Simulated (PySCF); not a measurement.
Solvent effects on NMR parameters

Numbering as in the mapped SMILES `[CH3:1][c:2]1[cH:3][cH:4][cH:5][c:6]([C:7]#[N:8])[cH:9]1`. Hydrogens are named by the atom that carries them.

GIAO PBE0/pcSseg-1 in PySCF on one PBE0-D3(BJ)/def2-SVP conformer, non-relativistic, equivalent nuclei averaged. Solvents enter as an IEF-PCM continuum (chloroform with ε = 4.7, water with ε = 78.4) around the gas-phase geometry. Shifts are referred to TMS computed in the same medium.

Gas phase, δ in ppm: C2 144.3, C9 139.5, C3 138.4, C5 136.5, C4 134.1, C7 124.4, C6 118.1, C1 23.0, H(C5) 7.56, H(C9) 7.55, H(C4) 7.48, H(C3) 7.48, H(C1) 2.44. Dipole moment 4.99 D.

**Question.** How does each δ change in the continuum?

**Answer.** 
```tsv
atoms	environment	Δδ, chloroform	Δδ, water
C2	substituted aromatic carbon	+2.4	+3.3
C9	aromatic CH	+1.4	+2.0
C3	aromatic CH	+3.3	+4.6
C5	aromatic CH	+1.4	+2.0
C4	aromatic CH	+1.4	+2.0
C7	nitrile carbon	+3.9	+5.5
C6	substituted aromatic carbon	-2.1	-2.8
C1	methyl carbon on an aromatic ring	+0.3	+0.5
H(C5)	hydrogen on an aromatic CH	+0.19	+0.27
H(C9)	hydrogen on an aromatic CH	+0.21	+0.30
H(C4)	hydrogen on an aromatic CH	+0.22	+0.32
H(C3)	hydrogen on an aromatic CH	+0.30	+0.43
H(C1)	hydrogen on a methyl carbon on an aromatic ring	+0.09	+0.12
```

Changes are relative to the gas phase. The dipole moment becomes 6.11 D in chloroform, 6.55 D in water.

**Question.** Which nuclei move most (in ppm), and what does the model miss?

**Answer.** C7 (nitrile carbon, +5.5 ppm) in water. A continuum only polarises the solute; specific hydrogen bonds, the anisotropy of aromatic solvents and changes of geometry or conformer are outside it.
